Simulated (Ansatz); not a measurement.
CH₅OSSi (`CO[SiH]S`) radical, relaxed with UKS PBE0-D4/def2-TZVP in Ansatz from a PBE-D4/def2-SVP geometry. The force threshold is 0.005 eV/Å; the program also tests the step.

The species carries charge 0 and has multiplicity 2.

Start:

```xyz
9

C    -0.194    0.839    1.341
O    -0.052    0.513   -0.030
Si   -0.043   -1.059   -0.645
S     0.509   -0.987   -2.729
H    -0.111    1.939    1.448
H    -1.184    0.528    1.747
H     0.599    0.369    1.968
H     1.065   -1.874    0.003
H    -0.589   -0.269   -3.103
```

```json
{"step": "1", "energy (eV)": "-21870.1813", "largest force (eV/Å)": "0.996", "largest move (Å)": "0.000"}
{"step": "2", "energy (eV)": "-21870.2330", "largest force (eV/Å)": "0.586", "largest move (Å)": "0.036"}
{"step": "3", "energy (eV)": "-21870.2454", "largest force (eV/Å)": "0.053", "largest move (Å)": "0.035"}
{"step": "4 (rejected)", "energy (eV)": "-21870.2452", "largest force (eV/Å)": "0.075", "largest move (Å)": "0.053"}
{"step": "5", "energy (eV)": "-21870.2465", "largest force (eV/Å)": "0.034", "largest move (Å)": "0.027"}
{"step": "6", "energy (eV)": "-21870.2467", "largest force (eV/Å)": "0.043", "largest move (Å)": "0.026"}
{"step": "7", "energy (eV)": "-21870.2470", "largest force (eV/Å)": "0.027", "largest move (Å)": "0.013"}
{"step": "8", "energy (eV)": "-21870.2471", "largest force (eV/Å)": "0.015", "largest move (Å)": "0.015"}
{"step": "9", "energy (eV)": "-21870.2472", "largest force (eV/Å)": "0.019", "largest move (Å)": "0.013"}
{"step": "10", "energy (eV)": "-21870.2474", "largest force (eV/Å)": "0.028", "largest move (Å)": "0.019"}
{"step": "11", "energy (eV)": "-21870.2475", "largest force (eV/Å)": "0.027", "largest move (Å)": "0.018"}
{"step": "12 (rejected)", "energy (eV)": "-21870.2475", "largest force (eV/Å)": "0.039", "largest move (Å)": "0.028"}
{"step": "13", "energy (eV)": "-21870.2476", "largest force (eV/Å)": "0.015", "largest move (Å)": "0.014"}
{"step": "14", "energy (eV)": "-21870.2477", "largest force (eV/Å)": "0.013", "largest move (Å)": "0.032"}
{"step": "15", "energy (eV)": "-21870.2477", "largest force (eV/Å)": "0.012", "largest move (Å)": "0.009"}
{"step": "16", "energy (eV)": "-21870.2477", "largest force (eV/Å)": "0.005", "largest move (Å)": "0.007"}
{"step": "17", "energy (eV)": "-21870.2477", "largest force (eV/Å)": "0.002", "largest move (Å)": "0.002"}
```

End:

```xyz
9

C    -0.199    0.814    1.344
O    -0.129    0.533   -0.038
Si   -0.022   -0.989   -0.652
S     0.544   -0.924   -2.701
H     0.013    1.875    1.483
H    -1.197    0.601    1.740
H     0.536    0.233    1.912
H     1.078   -1.735    0.037
H    -0.623   -0.409   -3.124
```

It took 59 s on 4 threads of a server CPU on a shared host, with 0.48 GiB of host memory at the peak.
